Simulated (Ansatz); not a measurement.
Gas-phase electronic energies from Ansatz, PBE0-D4/def2-TZVP geometries. CCSD(T)/CBS adds triple-zeta CCSD(T) − MP2 to the extrapolated MP2 energy (def2 sets, frozen cores). This one scheme is used for every species. DFT in def2-TZVPP. def2 core potentials past Kr. For Br, Zr outer-core shells are correlated without core-valence functions, which leaves a few kJ/mol of doubt a bond. Scalar relativity is left out up to krypton. Each species was taken in one conformer, which may not be the lowest.

Reaction (ligand exchange at a Zr–N bond): `[NH2][Zr]([F])([F])[F]` + HBr → `[F][Zr]([F])([F])[Br]` + NH₃

CCSD(T)/CBS gives -97.3 kJ/mol.

Another level gave -90.2 kJ/mol. Which?
A. CAM-B3LYP/def2-TZVPP
B. PBE-D4/def2-TZVPP
C. r2SCAN-D4/def2-TZVPP
D. HF/def2-TZVPP

A. CAM-B3LYP -90.2, PBE-D4 -94.2, r2SCAN-D4 -100.1, HF/def2-TZVPP -104.7 kJ/mol.

Largest T1 diagnostic among the species: 0.017.

At CCSD(T), def2-SVP lies +12.8 kJ/mol from the extrapolated value and def2-TZVPP +1.5 kJ/mol. In def2-TZVPP, CCSD(T) changes the Hartree–Fock value by +8.9 kJ/mol (the triples alone add −1.3 kJ/mol) and MP2 by +5.1 kJ/mol.
